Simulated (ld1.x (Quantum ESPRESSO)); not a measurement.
**Pseudopotential generation for bismuth: PAW, LDA (PZ), scalar-relativistic.**

The input file (ld1.x (Quantum ESPRESSO) 7.5):

```
&input
   title='Bi', zed=83., rel=1, dft='PZ', iswitch=3,
   config='[Xe] 4f14 5d10 6s1 6p4',
   nld=3, rlderiv=2.45, eminld=-4.0, emaxld=5.0, deld=0.02
 /
 &inputp
   pseudotype=3, lpaw=.true., tm=.true., lloc=-2, rcloc=1.95,
   nlcc=.false.,
   which_augfun='BESSEL', rmatch_augfun=2.05,
   file_pseudopw='Bi.UPF', file_wfcaegen='ae.wfc', file_wfcncgen='nc.wfc', file_beta='beta', file_chi='chi', file_wfcusgen='us.wfc'
 /
6
6S  1  0   1.00   0.00  1.85  2.00  0.0
6S  1  0   0.00  -0.40  1.85  2.00  0.0
6P  2  1   4.00   0.00  1.85  2.25  0.0
6P  2  1   0.00   1.35  1.85  2.25  0.0
5D  3  2  10.00   0.00  1.90  2.25  0.0
5D  3  2   0.00  -1.25  1.90  2.25  0.0
 &test
   configts(1)='5d10 6s1 6p4'
 /
```

Command:

```bash
ld1.x < Bi.in > Bi.out
```

Output (shortened: banner, matrices, multipoles, cross overlaps and the repeated all-electron block are left out):

```
Program LD1 v.7.5
     --------------------------- All-electron run ----------------------------

     Bi
     scalar relativistic calculation

     atomic number is 83.00
     dft =PZ   lsd =0 sic =0 latt =0  beta=0.20 tr2=1.0E-14
     Exchange-correlation= PZ
                           (   1   1   0   0   0   0   0)
     mesh =1283 r(mesh) = 100.09897 a.u. xmin = -7.00 dx = 0.01250
     1 Ry =  13.60569312 eV, c = 137.03599908

     n l     nl                  e(Ry)          e(Ha)          e(eV)
     1 0     1S 1( 2.00)     -6660.4356     -3330.2178    -90619.8425
     2 0     2S 1( 2.00)     -1196.8926      -598.4463    -16284.5529
     2 1     2P 1( 6.00)     -1024.0414      -512.0207    -13932.7926
     3 0     3S 1( 2.00)      -288.9880      -144.4940     -3931.8823
     3 1     3P 1( 6.00)      -239.6245      -119.8122     -3260.2571
     4 0     4S 1( 2.00)       -66.3734       -33.1867      -903.0564
     4 1     4P 1( 6.00)       -50.1992       -25.0996      -682.9953
     3 2     3D 1(10.00)      -190.0267       -95.0133     -2585.4445
     5 0     5S 1( 2.00)       -11.7426        -5.8713      -159.7657
     5 1     5P 1( 6.00)        -7.1793        -3.5897       -97.6795
     4 2     4D 1(10.00)       -31.7268       -15.8634      -431.6647
     4 3     4F 1(14.00)       -11.3713        -5.6856      -154.7138
     5 2     5D 1(10.00)        -2.1163        -1.0581       -28.7937
     6 0     6S 1( 1.00)        -1.1611        -0.5805       -15.7971
     6 1     6P 1( 4.00)        -0.3991        -0.1995        -5.4299

     final scf error:  3.7E-15 reached in  29 iterations

     Etot =  -43037.888426 Ry,  -21518.944213 Ha, -585560.302592 eV

     Ekin =   48823.662555 Ry,   24411.831278 Ha,  664279.769867 eV
     Encl = -107608.621900 Ry,  -53804.310950 Ha,-1464089.886964 eV
     Eh   =   16513.206545 Ry,    8256.603272 Ha,  224673.620727 eV
     Exc  =    -766.135626 Ry,    -383.067813 Ha,  -10423.806223 eV

     normalization and overlap integrals

     s(1S/1S) =  1.000000  <r> =   0.0158  <r2> =    0.0003  r(max) =   0.0096
     s(2S/2S) =  1.000000  <r> =   0.0665  <r2> =    0.0052  r(max) =   0.0561
     s(2P/2P) =  1.000000  <r> =   0.0606  <r2> =    0.0045  r(max) =   0.0471
     s(3S/3S) =  1.000000  <r> =   0.1717  <r2> =    0.0337  r(max) =   0.1582
     s(3P/3P) =  1.000000  <r> =   0.1738  <r2> =    0.0350  r(max) =   0.1582
     s(4S/4S) =  1.000000  <r> =   0.3773  <r2> =    0.1606  r(max) =   0.3565
     s(4P/4P) =  1.000000  <r> =   0.4029  <r2> =    0.1844  r(max) =   0.3748
     s(3D/3D) =  1.000000  <r> =   0.1575  <r2> =    0.0290  r(max) =   0.1295
     s(5S/5S) =  1.000000  <r> =   0.8298  <r2> =    0.7714  r(max) =   0.7739
     s(5P/5P) =  1.000000  <r> =   0.9471  <r2> =    1.0111  r(max) =   0.8553
     s(4D/4D) =  1.000000  <r> =   0.4227  <r2> =    0.2062  r(max) =   0.3795
     s(4F/4F) =  1.000000  <r> =   0.4410  <r2> =    0.2322  r(max) =   0.3434
     s(5D/5D) =  1.000000  <r> =   1.2307  <r2> =    1.7527  r(max) =   1.0316
     s(6S/6S) =  1.000000  <r> =   2.1381  <r2> =    5.1694  r(max) =   1.8564
     s(6P/6P) =  1.000000  <r> =   2.9465  <r2> =   10.0170  r(max) =   2.4137

     ------------------------ End of All-electron run ------------------------

     --------------------- Generating PAW atomic setup --------------------

      Generating local potential from pseudized AE potential:
      Matching radius rcloc =   1.9500
      Enforcing V''(0)=0 (lloc=-2)

      Local pseudo, rcloc= 1.927 Estimated cut-off energy=     8.68 Ry

      Computing core charge for PAW:

       r > 0.84 : true rho core
       r < 0.84 : rho core = a sin(br)/r    a=  32.71  b=   2.90

      Integrated core pseudo-charge :  15.18
      Wfc-us  6S rcutus= 1.976  Estimated cut-off energy=    11.72 Ry
      Wfc-us  6S rcutus= 1.976  Estimated cut-off energy=    12.92 Ry
      Wfc-us  6P rcutus= 2.239  Estimated cut-off energy=    14.67 Ry
      Wfc-us  6P rcutus= 2.239  Estimated cut-off energy=    17.68 Ry
      Wfc-us  5D rcutus= 2.239  Estimated cut-off energy=    24.56 Ry
      Wfc-us  5D rcutus= 2.239  Estimated cut-off energy=    40.81 Ry

     Required augmentation: BESSEL   radius:    2.050000
     Suggested rho cutoff for augmentation:  23.59 Ry

     Estimated PAW energy = -882.511158 Ryd

     ------------------- End of pseudopotential generation -------------------

     Computing logarithmic derivative in   2.45943
     Computing logarithmic derivative in   2.45943
     Computing the partial wave expansion
     R is outside the sphere for l=    0 j= 0.00
     R is outside the sphere for l=    0 j= 0.00
     R is outside the sphere for l=    1 j= 0.00
     R is outside the sphere for l=    1 j= 0.00
     R is outside the sphere for l=    2 j= 0.00
     R is outside the sphere for l=    2 j= 0.00

     ---------------------- Testing the pseudopotential ----------------------

     Bi
     scalar relativistic calculation

     atomic number is 83.00   valence charge is 15.00
     dft = SLA  PZ   NOGX NOGC   lsd =0 sic =0 latt =0  beta=0.20 tr2=1.0E-14
     mesh =1283 r(mesh) = 100.09897 xmin = -7.00 dx = 0.01250

     n l     nl             e AE (Ry)        e PS (Ry)    De AE-PS (Ry)
     3 2     5D   1(10.00)       -2.11630       -2.11630        0.00000
     1 0     6S   1( 1.00)       -1.16106       -1.16107        0.00000
     2 1     6P   1( 4.00)       -0.39909       -0.39909        0.00000

     eps = 4.9E-16  iter =  3

     Etot =  -43037.888426 Ry,  -21518.944213 Ha, -585560.302592 eV
     Etotps =  -882.511167 Ry,    -441.255584 Ha,  -12007.176120 eV

     Ekin =     297.011815 Ry,     148.505908 Ha,    4041.051610 eV
     Encl =    -535.833420 Ry,    -267.916710 Ha,   -7290.385080 eV
     Ehrt =     122.445743 Ry,      61.222872 Ha,    1665.959205 eV
     Ecxc =    -766.135305 Ry,    -383.067653 Ha,  -10423.801855 eV

     ---------------------- End of pseudopotential test ----------------------
```

Generation and configuration tests took about 3.3 s on one core of a shared server CPU.

Transferability test of the new file with ld1.x, input:

```
&input
   title='Bi', zed=83., rel=1, dft='PZ', iswitch=2,
   config='[Xe] 4f14 5d10 6s1 6p4'
 /
 &test
   file_pseudo='Bi.UPF', nconf=10,
   configts(1)='5d10 6s1 6p4',
   configts(2)='5d10 6s2 6p3',
   configts(3)='5d10 6s2 6p2',
   configts(4)='5d10 6s2 6p1',
   configts(5)='5d10 6s1 6p3',
   configts(6)='5d9 6s2 6p4',
   configts(7)='5d10 6s0 6p5',
   configts(8)='5d10 6s2 6p0',
   configts(9)='5d10 6s1 6p4', lsdts(9)=1,
   configts(10)='5d10 6s2 6p3', lsdts(10)=1
 /
```

```bash
ld1.x < Bi.test.in > Bi.test.out
```

Pseudopotential blocks of its output, shortened (energy terms left out):

```
     ---------------------- Testing the pseudopotential ----------------------

     n l     nl             e AE (Ry)        e PS (Ry)    De AE-PS (Ry)
     3 2     5D   1(10.00)       -2.11630       -2.11630        0.00000
     1 0     6S   1( 1.00)       -1.16106       -1.16107        0.00000
     2 1     6P   1( 4.00)       -0.39909       -0.39909        0.00000

     eps = 4.9E-16  iter =  3

     Etot =  -43037.888426 Ry,  -21518.944213 Ha, -585560.302592 eV
     Etotps =  -882.511167 Ry,    -441.255584 Ha,  -12007.176120 eV

     ---------------------- End of pseudopotential test ----------------------

          ---------------------- Testing the pseudopotential ----------------------

     n l     nl             e AE (Ry)        e PS (Ry)    De AE-PS (Ry)
     3 2     5D   1(10.00)       -1.99788       -1.99721       -0.00066
     1 0     6S   1( 2.00)       -1.08485       -1.08478       -0.00007
     2 1     6P   1( 3.00)       -0.35092       -0.35092       -0.00000

     eps = 2.1E-15  iter = 16

     Etot =  -43038.636448 Ry,  -21519.318224 Ha, -585570.479947 eV
     Etotps =  -883.259273 Ry,    -441.629636 Ha,  -12017.354616 eV
     dEtot_ae =      -0.748022 Ry
     dEtot_ps =      -0.748106 Ry,   Delta E=       0.000084 Ry

     ---------------------- End of pseudopotential test ----------------------

          ---------------------- Testing the pseudopotential ----------------------

     n l     nl             e AE (Ry)        e PS (Ry)    De AE-PS (Ry)
     3 2     5D   1(10.00)       -2.59716       -2.59664       -0.00052
     1 0     6S   1( 2.00)       -1.65030       -1.65020       -0.00010
     2 1     6P   1( 2.00)       -0.86131       -0.86126       -0.00005

     eps = 8.8E-15  iter = 20

     Etot =  -43038.037148 Ry,  -21519.018574 Ha, -585562.326052 eV
     Etotps =  -882.659720 Ry,    -441.329860 Ha,  -12009.197276 eV
     dEtot_ae =      -0.148722 Ry
     dEtot_ps =      -0.148552 Ry,   Delta E=      -0.000169 Ry

     ---------------------- End of pseudopotential test ----------------------

          ---------------------- Testing the pseudopotential ----------------------

     n l     nl             e AE (Ry)        e PS (Ry)    De AE-PS (Ry)
     3 2     5D   1(10.00)       -3.28649       -3.28666        0.00017
     1 0     6S   1( 2.00)       -2.28735       -2.28734       -0.00001
     2 1     6P   1( 1.00)       -1.43682       -1.43678       -0.00004

     eps = 1.1E-15  iter =  7

     Etot =  -43036.893107 Ry,  -21518.446553 Ha, -585546.760575 eV
     Etotps =  -881.515192 Ry,    -440.757596 Ha,  -11993.625183 eV
     dEtot_ae =       0.995320 Ry
     dEtot_ps =       0.995975 Ry,   Delta E=      -0.000656 Ry

     ---------------------- End of pseudopotential test ----------------------

          ---------------------- Testing the pseudopotential ----------------------

     n l     nl             e AE (Ry)        e PS (Ry)    De AE-PS (Ry)
     3 2     5D   1(10.00)       -2.71889       -2.71914        0.00025
     1 0     6S   1( 1.00)       -1.73040       -1.73043        0.00003
     2 1     6P   1( 3.00)       -0.91774       -0.91774       -0.00000

     eps = 4.1E-15  iter = 11

     Etot =  -43037.236379 Ry,  -21518.618189 Ha, -585551.431030 eV
     Etotps =  -881.858831 Ry,    -440.929416 Ha,  -11998.300635 eV
     dEtot_ae =       0.652048 Ry
     dEtot_ps =       0.652336 Ry,   Delta E=      -0.000288 Ry

     ---------------------- End of pseudopotential test ----------------------

          ---------------------- Testing the pseudopotential ----------------------

     n l     nl             e AE (Ry)        e PS (Ry)    De AE-PS (Ry)
     3 2     5D   1( 9.00)       -2.32364       -2.33193        0.00829  !
     1 0     6S   1( 2.00)       -1.22707       -1.22784        0.00077
     2 1     6P   1( 4.00)       -0.42349       -0.42367        0.00019

     eps = 6.2E-15  iter = 18

     Etot =  -43036.863416 Ry,  -21518.431708 Ha, -585546.356621 eV
     Etotps =  -881.481687 Ry,    -440.740843 Ha,  -11993.169322 eV
     dEtot_ae =       1.025010 Ry
     dEtot_ps =       1.029481 Ry,   Delta E=      -0.004471 Ry

     ---------------------- End of pseudopotential test ----------------------

          ---------------------- Testing the pseudopotential ----------------------

     n l     nl             e AE (Ry)        e PS (Ry)    De AE-PS (Ry)
     3 2     5D   1(10.00)       -2.22817       -2.22883        0.00066
     1 0     6S   1( 0.00)       -1.23166       -1.23174        0.00008
     2 1     6P   1( 5.00)       -0.44371       -0.44372        0.00001

     eps = 1.6E-15  iter = 17

     Etot =  -43037.113425 Ry,  -21518.556712 Ha, -585549.758160 eV
     Etotps =  -881.736005 Ry,    -440.868002 Ha,  -11996.629499 eV
     dEtot_ae =       0.775001 Ry
     dEtot_ps =       0.775162 Ry,   Delta E=      -0.000161 Ry

     ---------------------- End of pseudopotential test ----------------------

          ---------------------- Testing the pseudopotential ----------------------

     n l     nl             e AE (Ry)        e PS (Ry)    De AE-PS (Ry)
     3 2     5D   1(10.00)       -4.04479       -4.04662        0.00183
     1 0     6S   1( 2.00)       -2.97501       -2.97537        0.00036
     2 1     6P   1( 0.00)       -2.05662       -2.05677        0.00015

     eps = 6.9E-15  iter =  7

     Etot =  -43035.150097 Ry,  -21517.575048 Ha, -585523.045715 eV
     Etotps =  -879.771293 Ry,    -439.885647 Ha,  -11969.898232 eV
     dEtot_ae =       2.738330 Ry
     dEtot_ps =       2.739874 Ry,   Delta E=      -0.001544 Ry

     ---------------------- End of pseudopotential test ----------------------

          ---------------------- Testing the pseudopotential ----------------------

     n l     nl             e AE (Ry)        e PS (Ry)    De AE-PS (Ry)
     3 2     5D   1( 5.00)       -2.12397       -2.12412        0.00014
     1 0     6S   1( 1.00)       -1.20194       -1.20187       -0.00007
     2 1     6P   1( 3.00)       -0.43742       -0.43741       -0.00002
     3 2     5D   2( 5.00)       -2.08713       -2.08727        0.00015
     1 0     6S   2( 0.00)       -1.09395       -1.09415        0.00020
     2 1     6P   2( 1.00)       -0.33820       -0.33828        0.00007

     eps = 7.6E-15  iter =  9

     Etot =  -43037.963619 Ry,  -21518.981809 Ha, -585561.325636 eV
     Etotps =  -882.586299 Ry,    -441.293150 Ha,  -12008.198344 eV
     dEtot_ae =      -0.075192 Ry
     dEtot_ps =      -0.075132 Ry,   Delta E=      -0.000060 Ry

     ---------------------- End of pseudopotential test ----------------------

          ---------------------- Testing the pseudopotential ----------------------

     n l     nl             e AE (Ry)        e PS (Ry)    De AE-PS (Ry)
     3 2     5D   1( 5.00)       -1.99460       -1.99405       -0.00055
     1 0     6S   1( 1.00)       -1.11397       -1.11389       -0.00009
     2 1     6P   1( 3.00)       -0.38580       -0.38581        0.00000
     3 2     5D   2( 5.00)       -1.97197       -1.97138       -0.00059
     1 0     6S   2( 1.00)       -1.02193       -1.02194        0.00001
     2 1     6P   2( 0.00)       -0.27988       -0.27990        0.00002

     eps = 5.8E-15  iter = 19

     Etot =  -43038.711689 Ry,  -21519.355844 Ha, -585571.503644 eV
     Etotps =  -883.334532 Ry,    -441.667266 Ha,  -12018.378564 eV
     dEtot_ae =      -0.823262 Ry
     dEtot_ps =      -0.823364 Ry,   Delta E=       0.000102 Ry

     ---------------------- End of pseudopotential test ----------------------
```
